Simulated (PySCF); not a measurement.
Electron correlation in Nb (niobium, neutral)

[Kr] 4d5, high-spin 6S determinant (an excited configuration). All numbers are calculated (PySCF 2.14, the spin-free X2C one-electron Hamiltonian (Gaussian nucleus), in x2c-TZVPPall (8s6p6d2f1g, 79 functions)). Frozen: [Ar] 3d10; 13 electrons correlated.

| level | correlation energy (mhartree) |
| --- | --- |
| CCSD | -328.74 |
| (T) | -10.47 |
| CCSD(T) | -339.21 |

Diagnostics: T1 = 0.0066, D1 = 0.0125, largest double amplitude 0.025.

Cost of the coupled-cluster step: about 22 core-seconds, for 13 correlated electrons.

This basis was not built for core-valence correlation, so the inner-shell part is incomplete.
